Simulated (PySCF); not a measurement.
BF$_{2}$ (SMILES F[B]F), doublet, at a GFN2-xTB geometry. Base run: CCSD(T)/STO-3G (PySCF).

The PySCF input:
```python
from pyscf import gto, scf, cc

mol = gto.Mole()
mol.atom = '''
    B    -0.001407    0.560054    0.037735
    F     1.106201   -0.152890   -0.009046
    F    -1.105420   -0.158251   -0.011918
'''
mol.basis = 'sto-3g'
mol.charge = 0
mol.spin = 1
mol.verbose = 5
mol.build()

mf = scf.UHF(mol)
mf.kernel()

mycc = cc.CCSD(mf)
mycc.kernel()
et = mycc.ccsd_t()
print('E(CCSD(T)) = %.10f' % (mycc.e_tot + et))
mf.analyze()
```

Each row names what was changed in the base input (with any setting that the change needs).

```json
[
 {"change": "base", "ΔE vs base (kcal/mol)": "0.000", "MP2 correlation (Eh)": "-0.07225", "CC correlation without the perturbative part (Eh)": "-0.08354", "basis functions": "15"},
 {"change": "cc.diis_space = 3", "ΔE vs base (kcal/mol)": "0.000", "MP2 correlation (Eh)": "-0.07225", "CC correlation without the perturbative part (Eh)": "-0.08354", "basis functions": "15"},
 {"change": "method = ccsd", "ΔE vs base (kcal/mol)": "4.97", "MP2 correlation (Eh)": "-0.07225", "CC correlation without the perturbative part (Eh)": "-0.08354", "basis functions": "15"},
 {"change": "method = mp2", "ΔE vs base (kcal/mol)": "___", "MP2 correlation (Eh)": "-0.07225", "CC correlation without the perturbative part (Eh)": "-", "basis functions": "15"},
 {"change": "frozen = 4", "ΔE vs base (kcal/mol)": "5.85", "MP2 correlation (Eh)": "-0.06433", "CC correlation without the perturbative part (Eh)": "-0.07465", "basis functions": "15"},
 {"change": "cc.iterative_damping = 0.8", "ΔE vs base (kcal/mol)": "0.000", "MP2 correlation (Eh)": "-0.07225", "CC correlation without the perturbative part (Eh)": "-0.08354", "basis functions": "15"},
 {"change": "method = cisd", "ΔE vs base (kcal/mol)": "5.26", "MP2 correlation (Eh)": "-", "CC correlation without the perturbative part (Eh)": "-", "basis functions": "15"},
 {"change": "density fitting = JK and correlation", "ΔE vs base (kcal/mol)": "-0.164", "MP2 correlation (Eh)": "-0.07225", "CC correlation without the perturbative part (Eh)": "-0.08354", "basis functions": "15"},
 {"change": "cc.diis_space = 10", "ΔE vs base (kcal/mol)": "0.000", "MP2 correlation (Eh)": "-0.07225", "CC correlation without the perturbative part (Eh)": "-0.08354", "basis functions": "15"},
 {"change": "cart = on", "ΔE vs base (kcal/mol)": "0.000", "MP2 correlation (Eh)": "-0.07225", "CC correlation without the perturbative part (Eh)": "-0.08354", "basis functions": "15"}
]
```

Fill in the missing entries.


- method = mp2, ΔE vs base (kcal/mol): 12.06

Open shells are given as the SCF converged; they aren't shown to be the lowest states, and a large step between rows can be another state.
